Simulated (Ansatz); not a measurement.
Abridged output of a molecular run in Ansatz:

```
Functional definition: HF
1652 factors; integrals over basis functions are off by at most 1.1e-3 eV
mean field evaluation 1: about -29163.5538 eV, gradient 3.4e1 eV
mean field evaluation 2: about -29163.9215 eV, gradient 3.5e1 eV
mean field evaluation 4: about -29167.2410 eV, gradient 4.5e0 eV
mean field evaluation 8: about -29167.3237 eV, gradient 3.0e-1 eV
mean field -29167.32422616 eV, -1071.8793949888 hartree, gradient 6.9e-6 eV, S^2 0.000000; 0 other end points of the search recorded, 0 dependent functions left out
17 core orbitals not correlated: weight in the atoms' cores, before any rotation towards them, 1.000 or more for the frozen orbitals, at most 0.000 for the correlated occupied ones
reference -29167.32422616 eV, -1071.8793949888 hartree; 15, 15 occupied and 254, 254 virtual orbitals, 1652 factors
second order -21.58932500 eV of doubles, -0.00000000 eV of singles
cycle   1  -22.51109031 eV  change   -9.2e-1 eV  update   1.1e-1
cycle   2  -23.15722119 eV  change   -6.5e-1 eV  update   3.2e-2
cycle   3  -23.26101255 eV  change   -1.0e-1 eV  update   1.5e-2
cycle   4  -23.25065282 eV  change    1.0e-2 eV  update   3.8e-3
cycle   5  -23.25013335 eV  change    5.2e-4 eV  update   1.7e-3
cycle   6  -23.25016526 eV  change   -3.2e-5 eV  update   5.1e-4
cycle   7  -23.24989380 eV  change    2.7e-4 eV  update   2.1e-4
cycle   8  -23.24990968 eV  change   -1.6e-5 eV  update   8.0e-5
cycle   9  -23.24994134 eV  change   -3.2e-5 eV  update   3.5e-5
perturbative correction -1.02225993 eV, -0.0375673595 hartree
Total energy: -29191.59642742 eV, -1072.7713819331 hartree
```

Its atoms:

```xyz
12

Si   -0.2348   -0.6549    2.0825
Si    0.7867    0.3448    0.2197
N     0.4725   -0.3522   -1.3260
C    -0.4116    0.6479   -1.8989
S    -0.2918    1.9890   -0.6297
H     0.4367   -1.9377    2.4389
H    -0.1525    0.2547    3.2587
H    -1.6648   -0.9356    1.7838
H     2.2231    0.6010    0.5313
H     0.3570   -1.3101   -1.6108
H    -0.0680    1.0303   -2.8644
H    -1.4526    0.3229   -1.9850
```

Q: Which basis set was used?
A. def2-TZVPPD
B. def2-QZVPP
C. def2-TZVPP
D. cc-pV(Q+d)Z

A: C. It gives 286 functions.

Q: Write the keys of the input that set method, charge and spin (a neutral closed shell needs none for the last two).

A: 
```yaml
correlation: {method: ccsd_t}
```
